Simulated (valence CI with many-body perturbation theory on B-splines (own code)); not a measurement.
**E1 transitions of Re3+**

Computed by valence CI with perturbative core correlation (CI+MBPT): four valence electrons over a frozen Dirac-Fock core [Xe] 4f14, radial functions for each j: 7 s, 7 p, 8 d, 6 f, 4 g, 1 h, with the one-electron correlation potential Σ1 (screened to all orders), the two-electron term Σ2, the three-electron term Σ3, Breit, model QED; selected single and double excitations, second order for the rest, scaled by the run's own slope (own B-spline code, finite nucleus).

Set against measurement, 69 paired levels are off by 865 cm⁻¹ on average, the worst by 2063. These come from a selection out of Brasseur, Gamrath and Quinet, At. Data Nucl. Data Tables 157, 101636 (2024). Levels without a partner in it may be off by more, other configurations by 1,000 to 8,000 cm⁻¹. Among the levels kept, up to 360 cm⁻¹ of a level comes from second order outside the variational space, and about a tenth of that is noise between levels of different J, which matters for small intervals.

Lines 251 to 300 of 573 in falling wavelength, among levels below 20.651 eV, chosen from the strongest by gf and those to the six lowest levels. Wavelengths and rates use the calculated energies, so an error of 900 cm⁻¹ moves a line at 1182 Å by 1.1 % and its rate by three times that or more. Electric multipoles are in the length gauge, E1 and E2 with the static RPA response of the core. Weak lines are less certain than strong ones. Lines between different terms over intervals too small for the method are left out, as are lines whose strength nearly cancels. Where a level lies close to another of its J and parity, the split of strength between their lines is uncertain. The highest levels of a list are the least certain.

Names give the largest LS component (configuration and term), which can be under half, so a name can repeat, a term be missing and a line seem to break the LS rules; names also repeat where a configuration has a term twice. Letters in brackets count levels of one name in rising energy.

```
λ vac (Å)  λ from measured levels             Upper            Lower   A (s⁻¹)  log gf  Branch %
     1342                          5d3 6p 5F°_3 [b]      5d3 6s 5F_2  1.55e+08   -0.53       7.6
     1336                          5d3 6p 3G°_4 [a]      5d3 6s 5F_4  3.62e+08   -0.06      14.9
     1336                              5d3 6p 5S°_2      5d3 6s 5P_3  1.84e+08   -0.61      10.2
     1335                          5d3 6p 3D°_3 [d]  5d3 6s 3F_4 [a]  1.85e+08   -0.46       8.9
     1329                          5d3 6p 3G°_3 [b]      5d3 6s 5F_3  1.06e+08   -0.71       3.7
     1324                          5d3 6p 5D°_1 [b]      5d3 6s 5F_2  3.74e+08   -0.53      17.3
     1323                          5d3 6p 3G°_3 [c]      5d3 6s 3G_3  1.09e+08   -0.70       4.6
     1322                          5d3 6p 5D°_2 [c]      5d3 6s 5F_3  3.05e+08   -0.40      12.0
     1320                          5d3 6p 3G°_3 [d]      5d3 6s 3G_4  2.29e+08   -0.38      12.0
     1314                          5d3 6p 3F°_4 [e]  5d3 6s 3H_5 [b]  1.30e+08   -0.52       6.8
     1309                          5d3 6p 3H°_5 [b]      5d3 6s 5F_5  2.44e+08   -0.16      13.5
     1306                          5d3 6p 3F°_2 [a]      5d3 6s 5F_2  1.69e+08   -0.67      14.9
     1302                          5d3 6p 3F°_4 [a]      5d3 6s 5F_4  8.25e+07   -0.72       3.8
     1296                              5d3 6p 5D°_3      5d3 6s 5F_4  1.63e+08   -0.54       7.5
     1283                          5d3 6p 3D°_3 [c]      5d3 6s 5P_3  1.37e+08   -0.62       5.1
     1262                          5d3 6p 3G°_4 [d]  5d3 6s 3H_5 [a]  1.15e+08   -0.61       5.8
     1192                          5d3 6p 3G°_4 [c]     5d4 1G_4 [b]  1.87e+08   -0.45       7.8
     1185                          5d3 6p 1H°_5 [a]     5d4 1G_4 [b]  1.11e+08   -0.59       3.9
     1182                    1183  5d3 6p 3D°_1 [a]     5d4 3P_0 [a]  6.82e+07   -1.37       4.8
     1104                              5d3 6p 5F°_4     5d4 3F_3 [a]  1.13e+08   -0.73       6.4
     1092                    1098      5d3 6p 5G°_3         5d4 5D_4  8.53e+06   -1.97       1.3
     1087                          5d3 6p 1D°_2 [b]     5d4 1D_2 [c]  5.66e+08   -0.30      23.8
     1085                          5d3 6p 5D°_4 [b]         5d4 1F_3  1.58e+08   -0.60      12.7
     1083                          5d3 6p 3D°_3 [c]         5d4 3F_4  4.62e+08   -0.25      17.2
     1078                          5d3 6p 3D°_3 [a]     5d4 3P_2 [a]  1.99e+08   -0.62      12.4
     1077                          5d3 6p 3F°_3 [a]     5d4 1D_2 [a]  1.57e+08   -0.72       8.7
     1075                          5d3 6p 3G°_3 [a]     5d4 3F_2 [a]  2.63e+08   -0.50      12.2
     1070                    1077      5d3 6p 5G°_3         5d4 5D_3  1.53e+07   -1.73       2.3
     1070                          5d3 6p 1G°_4 [a]         5d4 1F_3  1.89e+08   -0.53       8.9
     1067                    1075  5d3 6p 3D°_1 [a]         5d4 5D_2  1.22e+07   -2.20       0.9
     1061                          5d3 6p 5D°_1 [a]     5d4 3P_0 [a]  1.23e+07   -2.21       0.7
     1060                              5d3 6p 5P°_3     5d4 1D_2 [a]  2.01e+08   -0.62       7.4
     1059                          5d3 6p 3G°_4 [d]     5d4 3F_3 [b]  3.59e+08   -0.27      18.1
     1056                          5d3 6p 3H°_4 [a]         5d4 3G_3  1.59e+08   -0.62      11.6
     1055                          5d3 6p 3G°_4 [c]         5d4 1F_3  1.30e+08   -0.71       5.5
     1052                    1059  5d3 6p 3D°_2 [a]         5d4 5D_3  3.88e+07   -1.49       3.1
     1051                          5d3 6p 3F°_4 [a]         5d4 3G_5  1.79e+08   -0.57       8.3
     1043                    1050      5d3 6p 5G°_3         5d4 5D_2  1.12e+07   -1.89       1.6
     1042                          5d3 6p 3F°_3 [d]     5d4 1D_2 [b]  4.12e+08   -0.33      14.6
     1041                    1047      5d3 6p 5G°_4         5d4 5D_4  2.90e+07   -1.37       3.7
     1040                          5d3 6p 5F°_3 [b]     5d4 3F_2 [a]  3.00e+08   -0.47      14.8
     1039                          5d3 6p 3F°_4 [a]         5d4 3D_3  1.75e+08   -0.59       8.1
     1039                          5d3 6p 1G°_4 [a]     5d4 1G_4 [a]  2.86e+08   -0.38      13.5
     1038                          5d3 6p 3G°_5 [c]         5d4 3F_4  1.88e+08   -0.48       5.6
     1038                          5d3 6p 3G°_3 [a]         5d4 3H_4  2.75e+08   -0.51      12.8
     1037                          5d3 6p 3G°_4 [a]     5d4 3F_3 [a]  2.24e+08   -0.49       9.2
     1036                    1042  5d3 6p 3D°_1 [a]         5d4 5D_1  8.24e+07   -1.40       5.8
     1036                              5d3 6p 5F°_4         5d4 3H_5  1.62e+08   -0.63       9.2
     1033                              5d3 6p 5F°_1     5d4 3P_0 [a]  8.36e+07   -1.40       4.0
     1032                              5d3 6p 3S°_1     5d4 3P_1 [b]  6.83e+08   -0.48      25.1
```

Problem. How does gf follow from A for the line at 1335 Å?

Solution. gf = 1.4992 × (2J+1)_upper × A / σ², with σ = 74926 cm⁻¹ and 2J+1 = 7: gf = 0.346.
